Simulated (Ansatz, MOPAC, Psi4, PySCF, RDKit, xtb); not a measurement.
Dimer: C2H4 (SMILES C=C) (first 6 atoms) with CH5N (SMILES CN); geometry from B3LYP-D3(BJ)/def2-TZVP, rigid monomers moved along the line of their centres of mass till H5···N8 is 2.85 Å.
(charge 0, multiplicity 1):
```xyz
13

C     -0.643     0.261     0.068
C      0.542    -0.200     0.444
H     -0.913     0.367    -0.976
H     -1.395     0.551     0.792
H      0.812    -0.306     1.489
H      1.287    -0.488    -0.290
C     -0.610     0.325     4.326
N      0.743    -0.230     4.341
H     -1.275    -0.369     3.808
H     -0.608     1.256     3.758
H     -1.039     0.531     5.315
H      0.768    -1.106     4.849
H      1.387     0.400     4.804
```

```json
[
 {"level": "MMFF94", "interaction energy (meV)": "-35.3", "cost": "-"},
 {"level": "UFF", "interaction energy (meV)": "-42.2", "cost": "-"},
 {"level": "GFN-FF", "interaction energy (meV)": "-58.2", "cost": "-"},
 {"level": "AM1", "interaction energy (meV)": "-6.9", "cost": "-"},
 {"level": "PM3", "interaction energy (meV)": "-15.4", "cost": "-"},
 {"level": "PM6", "interaction energy (meV)": "-32.6", "cost": "-"},
 {"level": "PM7", "interaction energy (meV)": "-64.4", "cost": "-"},
 {"level": "GFN1-xTB", "interaction energy (meV)": "-51.1", "cost": "-"},
 {"level": "GFN2-xTB", "interaction energy (meV)": "-61.9", "cost": "-"},
 {"level": "HF/STO-3G (no counterpoise)", "interaction energy (meV)": "-21.6", "cost": "-"},
 {"level": "HF/3-21G (no counterpoise)", "interaction energy (meV)": "-112.1", "cost": "-"},
 {"level": "HF/6-31G*", "interaction energy (meV)": "-25.2", "cost": "-"},
 {"level": "HF/6-31G* (no counterpoise)", "interaction energy (meV)": "-50.2", "cost": "-"},
 {"level": "HF/aug-cc-pVDZ", "interaction energy (meV)": "-21.7", "cost": "-"},
 {"level": "PBE/def2-TZVPPD", "interaction energy (meV)": "-50.6", "cost": "×1"},
 {"level": "PBE-D3(BJ)/def2-TZVPPD", "interaction energy (meV)": "-86.3", "cost": "×1"},
 {"level": "PBE-D4/def2-TZVPPD", "interaction energy (meV)": "-85.6", "cost": "×1"},
 {"level": "BP86/6-31G* (no counterpoise)", "interaction energy (meV)": "-51.4", "cost": "-"},
 {"level": "r2SCAN/def2-TZVPPD", "interaction energy (meV)": "-50.5", "cost": "×2"},
 {"level": "r2SCAN-D3(BJ)/def2-TZVPPD", "interaction energy (meV)": "-68.9", "cost": "×2"},
 {"level": "r2SCAN-D4/def2-TZVPPD", "interaction energy (meV)": "-67.0", "cost": "×2"},
 {"level": "B3LYP/3-21G (no counterpoise)", "interaction energy (meV)": "-144.1", "cost": "-"},
 {"level": "B3LYP/6-31G*", "interaction energy (meV)": "-30.4", "cost": "-"},
 {"level": "B3LYP/6-31G* (no counterpoise)", "interaction energy (meV)": "-68.8", "cost": "-"},
 {"level": "B3LYP/6-311+G** (no counterpoise)", "interaction energy (meV)": "-33.0", "cost": "-"},
 {"level": "B3LYP/def2-TZVPPD", "interaction energy (meV)": "-24.2", "cost": "×1"},
 {"level": "B3LYP-D3(BJ)/def2-TZVPPD", "interaction energy (meV)": "-75.2", "cost": "×1"},
 {"level": "B3LYP-D4/def2-TZVPPD", "interaction energy (meV)": "-73.1", "cost": "×1"},
 {"level": "PBE0/def2-TZVPPD", "interaction energy (meV)": "-47.8", "cost": "×1"},
 {"level": "PBE0-D3(BJ)/def2-TZVPPD", "interaction energy (meV)": "-82.9", "cost": "×1"},
 {"level": "PBE0-D4/def2-TZVPPD", "interaction energy (meV)": "-81.5", "cost": "×1"},
 {"level": "M06-2X/6-31G* (no counterpoise)", "interaction energy (meV)": "-98.2", "cost": "-"},
 {"level": "wB97X-V/def2-TZVPPD", "interaction energy (meV)": "-74.6", "cost": "×3"},
 {"level": "wB97M-V/def2-TZVPPD", "interaction energy (meV)": "-70.7", "cost": "×4"},
 {"level": "MP2/6-31G*", "interaction energy (meV)": "-48.3", "cost": "-"},
 {"level": "MP2/6-31G* (no counterpoise)", "interaction energy (meV)": "-96.1", "cost": "-"},
 {"level": "MP2/aug-cc-pVDZ", "interaction energy (meV)": "-67.7", "cost": "-"},
 {"level": "SCS-MP2/aug-cc-pVDZ", "interaction energy (meV)": "-54.2", "cost": "-"},
 {"level": "CCSD(T)/aug-cc-pVDZ", "interaction energy (meV)": "-67.1", "cost": "×10"},
 {"level": "SAPT0/jun-cc-pV(D+d)Z", "interaction energy (meV)": "-62.3", "cost": "-"}
]
```

The rows run from -144.1 (B3LYP/3-21G (no counterpoise)) to -6.9 meV (AM1). In aug-cc-pVDZ the value moves HF -21.7, MP2 -67.7, CCSD(T) -67.1, a shift of -45.4 from HF to CCSD(T). The dispersion term adds -35.7 in PBE-D3(BJ), -35.0 in PBE-D4, -18.4 in r2SCAN-D3(BJ). The 6 functionals in def2-TZVPPD without D3 or D4 span 50.4, from wB97X-V to B3LYP.

Interaction energies are E(AB) − E(A) − E(B) at the monomers' geometry in the complex; basis-set methods are counterpoise corrected. Rows marked so take none. RDKit's UFF carries no charges.

Frozen-core correlation. Rows in 3-21G, 6-311+G**, 6-31G*, STO-3G carry no dispersion term and start afresh at each structure (6-31G* with six Cartesian d functions). MP2/6-31G* freezes PySCF's default core. The state that AM1, PM3, PM6, PM7 reach isn't checked; PM7 holds dispersion and hydrogen-bond terms.

Run with Ansatz (a quantum-chemistry and plane-wave program) with Gaussian orbitals; MOPAC for AM1, PM3, PM6, PM7 (differences of heats of formation); Psi4 for SAPT; PySCF for 3-21G rows, 6-311+G** rows, 6-31G* rows, STO-3G rows, the dispersion terms; RDKit for the force fields; xtb for the GFN methods. Each number belongs to the level named beside it.

Costs are rough ratios of core time to PBE/def2-TZVPPD (about 6 s over the structures, on one shared machine); a dash marks a level with no comparable run of its own.
